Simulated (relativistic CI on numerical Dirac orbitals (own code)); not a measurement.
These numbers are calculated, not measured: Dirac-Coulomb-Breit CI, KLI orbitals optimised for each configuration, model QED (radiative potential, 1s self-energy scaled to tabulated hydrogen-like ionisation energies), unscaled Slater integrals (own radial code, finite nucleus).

The strongest absorption lines from the ground level of an ion, among the configurations computed and to levels below about 753 eV (vacuum wavelength in Å, gf): 31.630 (0.19), 32.048 (0.61), 32.242 (1.2), 32.431 (0.74), 32.801 (0.57), 38.534 (0.14), 40.714 (0.34), 49.107 (0.62).

Q: Which ion is it?
A. Pr⁴³⁺
B. Eu⁴⁷⁺
C. Eu⁴⁵⁺
D. Ho⁵¹⁺

A: B. Eu⁴⁷⁺ has 16 electrons and the ground level 3s²3p⁴ ³P2; the strongest line goes to 3s²3p³3d ³P°2. The pattern of lines fixes the number of electrons, and along that sequence the line energies rise steadily with the charge (about as its square where n changes within one kind of shell, about linearly where n is kept but much faster in heavy ions where fine structure, which grows about as Z⁴, sets the gap, and irregularly where shells cross), which fixes Z. Configurations outside the model, such as inner-shell arrays, can give stronger lines. At this charge energies of transitions that change n are usually good to better than 1 %, and those within a shell (Δn = 0) to a few per cent.

LS names give the leading component of a level, which can be under half, so a name can repeat, a term be missing and a line seem to break the LS rules.
